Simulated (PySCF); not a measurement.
Species: C₈H₉BO₂Si.
Z-matrix (Å and degrees, PBE0-D3(BJ)/def2-SVP geometry), rows numbered from 1:
```
O 
B   1  1.3578
O   2  1.3680  1  117.77
C   2  1.5723  1  118.35  3   177.71
C   4  1.4067  2  118.07  1   -33.05
C   5  1.3911  4  121.93  2  -175.82
C   6  1.3986  5  119.91  4    -0.31
C   7  1.3901  6  119.90  5    -1.09
C   4  1.4081  2  124.44  1   149.35
C   9  1.4804  4  125.06  2    -6.17
C  10  1.3503  9  118.29  4   179.18
Si 11  1.8714 10  108.02  9     0.89
H   1  0.9637  2  111.37  3    -1.36
H   3  0.9615  2  112.89  1   172.56
H   5  1.0930  4  118.49  2     3.91
H   6  1.0928  5  120.03  4   179.58
H   7  1.0938  6  119.59  5   179.44
H  10  1.0958  9  119.38  4    -2.86
H  11  1.0920 10  121.66  9   179.22
H  12  1.4952  8  114.36  7    60.97
H  12  1.4957  8  113.67  7   -63.72
```

All values: PBE0/pcSseg-1 (PySCF, non-relativistic), on one gas-phase PBE0-D3(BJ)/def2-SVP geometry that isn't relaxed in the solvent. The solvent is an IEF-PCM continuum (van der Waals radii × 1.2). Specific hydrogen bonds and non-electrostatic terms are outside this model.

Gas phase at PBE0/pcSseg-1: HOMO -6.75 eV, LUMO -1.64 eV, dipole 1.01 D.

Problem. What does the continuum do to the energy, the frontier levels and the dipole at PBE0/pcSseg-1 in acetonitrile and dimethylsulfoxide?

Solution. 
```tsv
solvent	ε	E(solvent) − E(gas) (kcal/mol)	polarisation term (kcal/mol)	distortion of the solute (kcal/mol)	HOMO (eV)	LUMO (eV)	dipole (D)
acetonitrile	35.69	-7.75	-8.51	0.76	-6.76	-1.62	1.46
dimethylsulfoxide	46.83	-7.85	-8.63	0.78	-6.76	-1.62	1.47
```

The first energy column is the sum of the next two and covers electrostatics alone. From acetonitrile to dimethylsulfoxide the lowering changes by a factor 1.01, Onsager's factor (ε − 1)/(2ε + 1) by 1.01 and ε itself by 1.3.

Problem. Which radius a makes the point-dipole formula ΔE = −[(ε − 1)/(2ε + 1)]·μ²/a³ give the value in dimethylsulfoxide, with the gas-phase dipole?

Solution. μ = 0.396 au and |ΔE| = 0.01251 Eh give a = 0.97 Å; the farthest nucleus lies 4.35 Å from the centroid of the nuclei, so such a sphere wouldn't even hold the nuclei. The formula assumes a rigid point dipole at the centre of a sphere.

Problem. Which Mulliken charges (PBE0/pcSseg-1) respond most in acetonitrile (means over atoms taken as equivalent)?

Solution. 
```tsv
atoms	environment	gas (e)	solvent (e)	change
H13/H14	hydroxyl hydrogen	+0.252	+0.277	+0.025
O1/O3	boron-bound oxygen	-0.412	-0.433	-0.021
H17	aromatic hydrogen	+0.089	+0.108	+0.019
C8	substituted aromatic carbon	-0.291	-0.309	-0.018
H19	vinylic hydrogen	+0.113	+0.130	+0.017
H16	aromatic hydrogen	+0.095	+0.111	+0.016
```

Problem. Which Mayer bond orders change most in acetonitrile?

Solution. 
```csv
bond,length (Å),gas,solvent,change
O1–H13,0.964,0.927,0.913,-0.014
B2–O3,1.368,1.186,1.199,+0.013
O3–H14,0.961,0.925,0.913,-0.012
C8–C9,1.417,1.382,1.371,-0.011
C4–C5,1.407,1.424,1.414,-0.010
C10–C11,1.350,1.830,1.824,-0.006
C11–Si12,1.871,0.909,0.913,+0.004
O1–B2,1.358,1.277,1.280,+0.003
```

The run took 70 s wall on an Arm Neoverse V2 with one thread, no GPU, shared host with 96 logical CPUs at a one-minute load of 85, and the process peaked at 1.4 GiB of memory. This is the whole shielding run at PBE0/pcSseg-1 in dimethylsulfoxide, SCF included.
